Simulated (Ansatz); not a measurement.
# Redistribution: C2BrF5 + CH2BrCl → C2ClF5 + CH2Br2

Species: C2BrF5 (bromopentafluoroethane) `FC(F)(F)C(F)(F)Br`, singlet; CH2BrCl (bromochloromethane) `ClCBr`, singlet; C2ClF5 (chloropentafluoroethane) `FC(F)(F)C(F)(F)Cl`, singlet; CH2Br2 (dibromomethane) `BrCBr`, singlet. The partners trade Br for Cl; both sit on C, so the bond types are kept.

Shapes, held fixed at every level: PBE0-D4/def2-TZVP. Programs: Ansatz 0.2.0. The zero-point and thermal change to 298 K, harmonic and unscaled (PBE0-D4/def2-TZVP), is -0.2 kJ/mol.

**The experiment to reproduce.** Tabulated heats of formation (Active Thermochemical Tables, CRC Handbook of Chemistry and Physics): C2BrF5 -1064.4 (CRC); CH2BrCl -44.7 (ATcT); C2ClF5 -1118.8 (CRC); CH2Br2 +3.1 (ATcT) kJ/mol, which give ΔH(298 K) = -6.6 kJ/mol.

| level | kind | ΔH (kJ/mol) | computed − measured | CPU time (all species) |
| --- | --- | --- | --- | --- |
| HF/def2-TZVPP | Hartree–Fock | -12.4 | -5.8 | – |
| PBE-D4/def2-TZVPP | GGA | -6.4 | +0.2 | 26 s |
| B3LYP-D4/def2-TZVPP | global hybrid | -7.1 | -0.5 | 55 s |
| PBE0-D4/def2-TZVPP | global hybrid | -8.4 | -1.8 | 40 s |
| r2SCAN0-D4/def2-TZVPP | global hybrid | -9.2 | -2.6 | 59 s |
| wB97M-V/def2-TZVPP | range-separated hybrid | -9.0 | -2.4 | 2 min |
| B2PLYP/def2-TZVPP | double hybrid | -9.1 | -2.5 | 64 s |
| MP2/def2-TZVPP | perturbation theory | -10.8 | -4.2 | – |

Nearest: PBE-D4/def2-TZVPP (+0.2); farthest: HF/def2-TZVPP (-5.8). 8 of 8 levels lie within 10 kJ/mol. The heats of C2BrF5, C2ClF5 come from older tables and can be uncertain by 10 kJ/mol or more. Relativity is left out for Br unless named. Correlated rows may include outer-core shells of Br, which these sets cover unevenly. Times are processor times on shared x86 and Arm servers, and rough.
